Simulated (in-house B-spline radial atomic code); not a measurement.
Configurations of the ruthenium ion Ru²⁺, with energies counted from [Kr] 4d6. Level of theory: Dirac-Hartree-Fock, average of configuration, Fermi nucleus of rms radius 4.4809 fm; calculated with an all-electron radial atomic-structure program (B-spline basis). Energies include first-order Breit, QED and recoil terms.

Occupations are held fixed; configurations that lie above the ionisation limit could autoionise.

```json
{"configuration": "[Kr] 4d5 6s1", "E - E(ref) (eV)": "17.994", "highest orbital": "6s1/2", "its <r> (bohr)": "5.713"}
{"configuration": "[Kr] 4d5 6p1", "E - E(ref) (eV)": "19.9", "highest orbital": "6p3/2", "its <r> (bohr)": "6.634"}
{"configuration": "[Kr] 4d5 7s1", "E - E(ref) (eV)": "22.475", "highest orbital": "7s1/2", "its <r> (bohr)": "9.607"}
{"configuration": "[Kr] 4d5 8p1", "E - E(ref) (eV)": "25.149", "highest orbital": "8p3/2", "its <r> (bohr)": "16.13"}
{"configuration": "[Ar] 3d10 4s2 4p5 4d6 6s1", "E - E(ref) (eV)": "65.205", "highest orbital": "6s1/2", "its <r> (bohr)": "5.685"}
{"configuration": "[Ar] 3d10 4s2 4p5 4d6 7s1", "E - E(ref) (eV)": "69.719", "highest orbital": "7s1/2", "its <r> (bohr)": "9.571"}
{"configuration": "[Ar] 3d10 4s2 4p5 4d6 5g1", "E - E(ref) (eV)": "71.267", "highest orbital": "5g7/2", "its <r> (bohr)": "9.156"}
{"configuration": "[Ar] 3d10 4s2 4p5 4d6 8g1", "E - E(ref) (eV)": "74.253", "highest orbital": "8g7/2", "its <r> (bohr)": "28.64"}
```

Task: Order these further configurations by energy, lowest first.
A. [Kr] 4d5 7f1
B. [Kr] 4d5 7p1
C. [Ar] 3d10 4s2 4p5 4d6 5s1
D. [Ar] 3d10 4s2 4p5 4d6 7g1
E. [Kr] 4d5 8f1

Result: B (23.37 eV), A (26.325 eV), E (26.932 eV), C (52.722 eV), D (73.667 eV).

Task: How far above the reference does [Kr] 4d5 5p1 lie?

Result: 11.311 eV; its least bound orbital is 5p3/2 with <r> = 3.34 bohr.

Task: How far above the reference does [Ar] 3d10 4s2 4p5 4d6 7f1 lie?

Result: 73.585 eV; its least bound orbital is 7f5/2 with <r> = 21.54 bohr.

Task: How far above the reference does [Ar] 3d10 4s2 4p5 4d6 8f1 lie?

Result: 74.195 eV; its least bound orbital is 8f5/2 with <r> = 28.89 bohr.
